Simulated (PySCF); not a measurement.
The vertical singlet excitations below were computed for one of the candidates. Method: TDDFT PBE0/def2-SVPD, vertical, gas phase, core orbitals frozen in the response (PySCF 2.14.0, density-fitted response routines). Geometries: GFN2-xTB, one conformer each.

```csv
state,E (eV),λ (nm),f
S1,8.38,147.9,0.0004
S2,8.72,142.3,0.042
S3,8.75,141.7,0.0031
S4,8.93,138.9,0.0061
S5,8.97,138.2,0.0026
S6,9.07,136.6,0.0062
S7,9.10,136.3,0.0070
S8,9.32,133.1,0.0010
```

Triplets computed (Tamm–Dancoff): 8.27, 8.50, 8.52 eV.

Question: Which structure fits?
A. `C#CC(=O)C(=C)C=C`
B. `CCCCCCF`
C. `F[SiH2]C#CC[SiH3]`

Answer: B. Its S1, at 8.38 eV, is the highest among the candidates; the nearest of the others has S1 at 5.47 eV. S1 is HOMO→LUMO (96%). Löwdin shares by element: HOMO carbon 54% or more (atoms not listed hold the other 46%); LUMO carbon 37% or more (atoms not listed hold the other 63%). At the same level the other candidates give, for their lowest levels:
- `F[SiH2]C#CC[SiH3]`: 5.47 eV (f 0.007); 6.00 eV (f 0.003); 6.29 eV (f 0.024); 6.75 eV (f 0.002); 7.17 eV (f 0.006); T1 4.79 eV; HOMO -7.73, LUMO -0.61 eV
- `C#CC(=O)C(=C)C=C`: 3.60 eV (f 0.003); 4.06 eV (f 0.049); 4.73 eV (f 0.013); 5.52 eV (f 0.032); 5.58 eV (f 0.103); T1 2.84 eV; HOMO -7.29, LUMO -2.35 eV

The values belong to the conformer `[CH3:1][CH2:2][CH2:3][CH2:4][CH2:5][CH2:6][F:7]`: C1–C2–C3–C4 180°, C2–C3–C4–C5 180°, C3–C4–C5–C6 180°, C4–C5–C6–F7 64°.
